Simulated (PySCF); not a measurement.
Excitations are Tamm–Dancoff values on a coarser integration grid. The basis has no diffuse functions, so Rydberg states are missing or too high.

Z-matrix (Å, degrees):
```
Ga
Cl 1 2.1204
Cl 1 2.1255 2 118.35
S 1 2.1735 2 120.11 3 180.00
H 4 1.3459 1 92.10 2 -180.00
```
Charge 0, multiplicity 1.

**Question.** What total energy, T1 excitation (TDA), HOMO–LUMO gap, S1 excitation (TDA), HOMO, S1 oscillator strength, S1–T1 gap (TDA) and dipole moment does r2SCAN-D4/def2-TZVP in PySCF 2.14.0 give?

**Answer.** 
```yaml
total_energy: -3244.1500 Ha
T1 excitation (TDA): 4.82 eV
HOMO–LUMO gap: 5.19 eV
S1 excitation (TDA): 5.25 eV
HOMO: -7.43 eV
S1 oscillator strength: 0.009
S1–T1 gap (TDA): 0.44 eV
dipole_moment: 1.45 D
```
